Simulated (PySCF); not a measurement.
This PySCF input asks for the NMR shieldings of SMILES FC(F)[SiH2]N1CCCC1, C$_{5}$H$_{11}$F$_{2}$NSi; the geometry comes from PBE0-D3(BJ)/def2-SVP.

```python
import basis_set_exchange as bse
import numpy as np
from pyscf import gto, dft
from pyscf.prop import nmr

atoms = """
F     1.764681    1.008201   -2.162891
C     2.462357    0.704594   -1.027366
F     3.715120    0.326470   -1.397588
Si    1.574374   -0.734211   -0.115334
N    -0.054894   -0.282269    0.210790
C    -0.731584   -0.401435    1.499540
C    -2.105603    0.213227    1.248930
C    -2.369097   -0.142665   -0.209793
C    -1.000422    0.062653   -0.850836
H     2.551687    1.637118   -0.437851
H     2.272617   -0.982993    1.179127
H     1.711084   -1.913454   -1.028589
H    -0.184817    0.120847    2.302720
H    -0.838562   -1.457964    1.816081
H    -2.872124   -0.161900    1.942440
H    -2.054429    1.308499    1.364677
H    -3.155109    0.467370   -0.677986
H    -2.670097   -1.200149   -0.291542
H    -0.873473    1.111081   -1.180399
H    -0.858002   -0.567767   -1.746111
"""
names = dict.fromkeys(["F", "C", "Si", "N", "H"], "pcSseg-1")
basis = {el: gto.basis.parse(bse.get_basis(n, elements=[el], fmt="nwchem")) for el, n in names.items()}
mol = gto.M(atom=atoms, basis=basis, charge=0, verbose=0)
mf = dft.RKS(mol, xc="PBE0")
mf.grids.level = 2
mf.grids.alignment = dft.numint.BLKSIZE   # the property module wants whole blocks of grid points
mf.conv_tol = 1e-9
mf.kernel()

calc = nmr.RKS(mf)   # GIAO
C = mf.mo_coeff
Co = C[:, mf.mo_occ > 0]
resp = mf.gen_response(singlet=True, hermi=2)
def vind(x):   # induced exchange potential for any number of trial vectors
    d = np.einsum("pi,xij,qj->xpq", C, 2 * x.reshape(-1, C.shape[1], Co.shape[1]), Co, optimize=True)
    return np.einsum("xpq,pi,qj->xij", resp(d - d.transpose(0, 2, 1)), C, Co, optimize=True).ravel()
mo1, _ = nmr.rhf.solve_mo1(calc, with_cphf=vind)
sigma = calc.kernel(mo1)
for i, s in enumerate(sigma):   # ppm
    print("%2d %-2s %9.2f" % (i, mol.atom_pure_symbol(i), np.trace(s) / 3))
```

Task: Give the expected output.

Result: 
```
 0 F     326.63
 1 C      60.83
 2 F     331.89
 3 Si    392.99
 4 N     239.49
 5 C     132.37
 6 C     154.04
 7 C     153.86
 8 C     133.63
 9 H      25.29
10 H      26.61
11 H      26.62
12 H      28.05
13 H      28.26
14 H      29.54
15 H      29.62
16 H      29.50
17 H      29.67
18 H      28.23
19 H      28.25
```

These numbers come from an equivalent density-fitted implementation of the same equations, which agrees with the script to about 0.01 ppm for H and up to a few tenths of a ppm for heavy atoms, so last digits may differ.

Task: Turn these shieldings into chemical shifts. Shifts are taken against calculated references (same method and geometry level): CFCl3 for $^{19}$F (σ = 177.25 ppm); $^{13}$C (σ = 184.41 ppm) and $^{29}$Si (σ = 351.99 ppm) and $^{1}$H (σ = 31.27 ppm) vs TMS; $^{15}$N (σ = 265.67 ppm) vs NH3.

Result: Averaging equivalent atoms: F 0/2: -152.0; C 1: 123.6; C 5/8: 51.4; C 6/7: 30.5; Si 3: -41.0; N 4: 26.2; H 9: 5.98; H 10/11: 4.65; H 12/13/18/19: 3.07; H 14/15/16/17: 1.68 ppm. Unscaled 19F shifts against computed CFCl3 carry errors that often reach 10 to 50 ppm. Experimental scales use liquid or dissolved standards, which lie at an offset from isolated NH3 (liquid NH3: subtract about 20 ppm).

Size and cost of the density-fitted run: 215 basis functions, 54 s wall time on 1 thread of an Arm Neoverse V1, shared host; peak memory 0.99 GiB.
